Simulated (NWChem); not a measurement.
A calculation on HF₂Ga

```xyz
4

Ga     0.0000     0.0000    -0.3177
H      0.0000     0.0000    -1.8593
F      1.4476     0.0000     0.6505
F     -1.4476     0.0000     0.6505
```
Charge 0, spin multiplicity 1.

Everything below was run with NWChem. All single points use one geometry, from PBE0/def2-SVP, a minimum by its harmonic frequencies.

Symmetry labels belong to the abelian group C2v used in the runs, with the axes of the coordinates shown.

The Hamiltonian is non-relativistic. The structure started from a generated list of species.

List the lowest 3 singlet excitations that TD-PBE0/def2-SVPD gives, with oscillator strengths.


```csv
state,symmetry,energy (eV),wavelength (nm),f
1,b2,7.50,165,0.044
2,a2,8.02,155,0.000
3,a1,8.25,150,0.161
```
